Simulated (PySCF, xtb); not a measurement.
Sn(H)2(NH2)(NMe2) (C₂H₁₀N₂Sn), SMILES C[N](C)[SnH2][NH2]. The values are those of a single conformer.

Harmonic wavenumbers (cm⁻¹) from GFN2-xTB run with xtb at its own minimum, in rising order: 37, 116, 134, 187, 234, 250, 287, 308, 362, 432, 468, 500, 554, 644, 675, 763, 970, 1052, 1090, 1136, 1189, 1226, 1337, 1416, 1426, 1476, 1484, 1494, 1503, 1511, 1728, 2870, 2877, 2959, 2964, 3008, 3018, 3415, 3446.

### Question
What does r2SCAN-D4/def2-SVP run with PySCF give at its own minimum? (The exact figures need the calculation; the answer reports its results.)

### Answer
63, 113, 154, 184, 252, 262, 280, 306, 422, 481, 525, 532, 611, 622, 695, 849, 990, 1083, 1112, 1153, 1237, 1266, 1419, 1440, 1449, 1461, 1478, 1498, 1536, 1860, 1882, 2912, 2918, 2995, 3002, 3090, 3111, 3514, 3618. Paired by order, the mean absolute difference is 50 cm⁻¹ and the zero-point energies are 72.3 and 74.9 kcal/mol.
